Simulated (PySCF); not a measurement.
SCF from a fresh guess for singlet MnO₃⁻, at the PBE minimum. PySCF input:

```python
from pyscf import gto, scf, dft
mol = gto.M(atom='''
Mn     0.000839    -0.000000     0.000000
O      1.608254    -0.000019     0.000000
O     -0.805551     1.390516    -0.000000
O     -0.805584    -1.390497     0.000000''',
    basis={'Mn': 'def2-SVPD', 'O': 'def2-SVPD'},
    charge=-1, spin=0)
mf = dft.RKS(mol, xc='PBE')
mf.grids.atom_grid = (50, 194)
aux = {'Mn': 'def2-universal-JKFIT', 'O': 'def2-universal-JKFIT'}
mf = mf.density_fit(auxbasis=aux)
mf.conv_tol = 1e-08
mf.diis_space = 10
mf.max_cycle = 60
mf.init_guess = 'minao'
mf.verbose = 4
mf.kernel()
```

Excerpt of the output (cycles and frontier levels):

```
init E= -1374.97364020375
  HOMO = -0.0101955224425136  LUMO = 0.0282356613668594  gap/eV = 1.04577
cycle= 1 E= -1367.74582858058  delta_E= 7.23  |g|= 4.99  |ddm|= 10.2
cycle= 2 E= -1335.62878055794  delta_E= 32.1  |g|= 9.91  |ddm|= 14.4
  HOMO = -0.211768104028003  LUMO = -0.201129810703421  gap/eV = 0.28948
cycle= 3 E= -1364.52785218732  delta_E= -28.9  |g|= 7.05  |ddm|= 9.96
  HOMO = -0.0172508092807404  LUMO = -0.0072169775614821  gap/eV = 0.27303
cycle= 4 E= -1367.737342705  delta_E= -3.21  |g|= 6.34  |ddm|= 3.81
cycle= 5 E= -1370.61244484071  delta_E= -2.88  |g|= 4.91  |ddm|=  3.9
  HOMO = -0.0685190894024057  LUMO = -0.0471128153179237  gap/eV = 0.58249
cycle= 6 E= -1375.23426401889  delta_E= -4.62  |g|= 2.26  |ddm|= 3.03
  HOMO = -0.00819742170325544  LUMO = 0.0319130295377628  gap/eV = 1.09146
cycle= 7 E= -1375.98949864831  delta_E= -0.755  |g|= 0.62  |ddm|=  1.1
  HOMO = -0.0739125288500029  LUMO = -0.0419199327618529  gap/eV = 0.87056
... 12 lines left out ...
cycle= 14 E= -1376.04849249409  delta_E= -0.000428  |g|= 0.00198  |ddm|= 0.0265
  HOMO = 0.00298113715889681  LUMO = 0.0397146393712168  gap/eV = 0.99957
cycle= 15 E= -1376.04849327694  delta_E= -7.83e-07  |g|= 0.00054  |ddm|= 0.00165
  HOMO = 0.00298439837687159  LUMO = 0.039717468107552  gap/eV = 0.99956
cycle= 16 E= -1376.04849331652  delta_E= -3.96e-08  |g|= 0.000111  |ddm|= 0.000223
  HOMO = 0.00298381242895207  LUMO = 0.0397154615719127  gap/eV = 0.99952
cycle= 17 E= -1376.04849331881  delta_E= -2.29e-09  |g|= 1.79e-05  |ddm|= 7.13e-05
  HOMO = 0.00298766350638502  LUMO = 0.0397198625893885  gap/eV = 0.99953
Extra cycle  E= -1376.04849331508  delta_E= 3.73e-09  |g|= 0.00015  |ddm|= 9.5e-05
converged SCF energy = -1376.04849331508
```

No lower solution of this spin was found by a stability analysis within the restricted form, which does not test spin polarisation.

At the minimum of this search the closed-shell solution is unstable towards spin polarisation, so a lower open-shell solution exists.

The search for the lowest solution, with the stability check, took 8.2 s on 2 threads of a shared AMD EPYC 7R43 64-Core (Zen 3) host, with 103 basis functions; the process peaked at 0.32 GiB. Launch command: `OMP_NUM_THREADS=2 python axn.py task.json out`.
